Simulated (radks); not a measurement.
Results of a calculation; reference values are marked as such.
Problem. Species: Pm III. Configuration: [Kr] 4d10 4f5 5s2 5p5.5 5f0.5 (fractional occupations, a model configuration). Level of theory: Dirac Kohn-Sham, B86b exchange with PBE correlation, spin-unpolarised, spherical densities, finite nucleus; open shells fill j = l - 1/2 first; Fermi nuclear charge, rms radius 4.962 fm (a radial shooting solver on a logarithmic mesh with Libxc functionals). Some entries of the table are withheld. Estimate them.

| orbital | occ. | eigenvalue (hartree) | <r^2> (bohr^2) |
|---|---|---|---|
| 1s1/2 | 2 | -1653.576 | (1) |
| 2s1/2 | 2 | -269.2463 | 0.01150 |
| 2p1/2 | 2 | (2) | 0.008389 |
| 2p3/2 | 4 | (3) | 0.009636 |
| 3s1/2 | 2 | -59.18852 | 0.07744 |
| 3p1/2 | 2 | -53.08404 | (4) |
| 3p3/2 | 4 | -48.94303 | (5) |
| 3d3/2 | 4 | (6) | 0.06447 |
| 3d5/2 | 6 | (7) | 0.06651 |
| 4s1/2 | 2 | -12.26402 | 0.3971 |
| 4p1/2 | 2 | -9.94163 | 0.4212 |
| 4p3/2 | 4 | -9.03946 | 0.4615 |
| 4d3/2 | 4 | -5.22024 | 0.5417 |
| 4d5/2 | 6 | -5.06004 | 0.5579 |
| 5s1/2 | 2 | -2.15937 | (8) |
| 5p1/2 | 2 | -1.53193 | 2.902 |
| 5p3/2 | 3.5 | -1.40727 | 3.213 |
| 4f5/2 | 5 | -0.70657 | 1.350 |
| 4f7/2 | 0 | -0.68895 | 1.391 |
| 5d3/2 | 0 | -0.60482 | 6.768 |
| 5d5/2 | 0 | -0.59357 | 6.992 |
| 6s1/2 | 0 | -0.56536 | 13.97 |
| 6p1/2 | 0 | -0.42981 | 19.99 |
| 6p3/2 | 0 | -0.41218 | 21.76 |
| 5f5/2 | 0.5 | -0.20239 | 46.14 |
| 5f7/2 | 0 | -0.20210 | 46.34 |

Solution. 
(1) 1s1/2 <r^2> (bohr^2): 0.0007317
(2) 2p1/2 eigenvalue (hartree): -255.0143
(3) 2p3/2 eigenvalue (hartree): -234.4217
(4) 3p1/2 <r^2> (bohr^2): 0.07253
(5) 3p3/2 <r^2> (bohr^2): 0.07981
(6) 3d3/2 eigenvalue (hartree): -38.33165
(7) 3d5/2 eigenvalue (hartree): -37.43425
(8) 5s1/2 <r^2> (bohr^2): 2.301
